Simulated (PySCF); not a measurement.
**Two probes of the same atoms: core binding energy and nuclear shielding**

Compound: C₆H₁₆BNO.
Structure used (PBE0-D3(BJ)/def2-SVP), in Å, numbered top down from 1:
```
atom  x, y, z in Å
C1     2.7199   -0.9624   -0.3744
O2     1.3477   -0.9245   -0.6365
C3     0.6263   -0.0617    0.1828
C4     0.7594    1.4288   -0.1099
C5    -0.5238    2.0916    0.4311
B6    -1.4927    0.8610    0.8984
N7    -0.8160   -0.3865    0.0543
C8    -1.2559   -0.3497   -1.3527
C9    -1.1219   -1.7004    0.6315
H10    3.2153    0.0004   -0.5947
H11    3.1594   -1.7356   -1.0188
H12    2.9258   -1.2238    0.6817
H13    0.8682   -0.2544    1.2461
H14    1.6838    1.8148    0.3465
H15    0.8787    1.5535   -1.1991
H16   -0.2978    2.7542    1.2795
H17   -0.9708    2.7346   -0.3440
H18   -2.6759    0.9054    0.5828
H19   -1.3408    0.5477    2.0781
H20   -2.3229   -0.5990   -1.3819
H21   -1.1270    0.6615   -1.7537
H22   -0.6753   -1.0631   -1.9537
H23   -0.7886   -1.7146    1.6764
H24   -2.2086   -1.8507    0.6108
H25   -0.6156   -2.4946    0.0635
```

Binding energies: delta-SCF UKS SCAN, pcX-2 on the ionised atom, pcseg-1 elsewhere, spin-free X2C (PySCF 2.14.0). Shieldings: GIAO PBE0/pcSseg-1, non-relativistic, same geometry.

| atom | isotropic shielding (ppm) |
| --- | --- |
| C1 | 127.9 |
| C3 | 84.0 |
| C4 | 156.2 |
| C5 | 180.2 |
| C8 | 144.8 |
| C9 | 135.6 |

Q: What are the C 1s binding energies of these atoms?

A: 
```tsv
atom	environment	C 1s (eV)	isotropic shielding (ppm)
C5	sp3 carbon bound to boron	289.05	180.2
C4	ring CH2 carbon	290.30	156.2
C8	N-methyl carbon	291.66	144.8
C9	N-methyl carbon	291.74	135.6
C1	methoxy carbon	292.56	127.9
C3	sp3 carbon bound to oxygen	292.85	84.0
```

Q: Among the listed atoms, is the one with the highest binding energy also the least shielded?

A: Yes: C3 has both (292.85 eV, 84.0 ppm).

Over these 6 sites the two quantities correlate at r = -0.90. By binding energy: C5 < C4 < C8 < C9 < C1 < C3. By shielding: C3 < C1 < C9 < C8 < C4 < C5.

The structure is a single PBE0-D3(BJ)/def2-SVP conformer in the gas phase; no vibrational or solvent corrections.
